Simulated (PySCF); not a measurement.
**Correlation energy of Fe²⁺ (iron, charge +2)**

[Ar] 3d6, high-spin 5D determinant. Computed with PySCF 2.14 in x2c-TZVPPall with one added diffuse shell each of s, p, d, f type (7s6p5d3f1g, 80 functions), with the spin-free X2C one-electron Hamiltonian (Gaussian nucleus). Frozen: [Ne]; 14 electrons correlated.

```tsv
level	correlation energy (mhartree)
CCSD	-440.63
(T)	-7.52
CCSD(T)	-448.15
```

Diagnostics: T1 = 0.0066, D1 = 0.0143, largest double amplitude 0.019.

Cost of the coupled-cluster step: of the order of 50 core-seconds, for 14 correlated electrons.

This basis was not built for core-valence correlation, so the inner-shell part is incomplete.
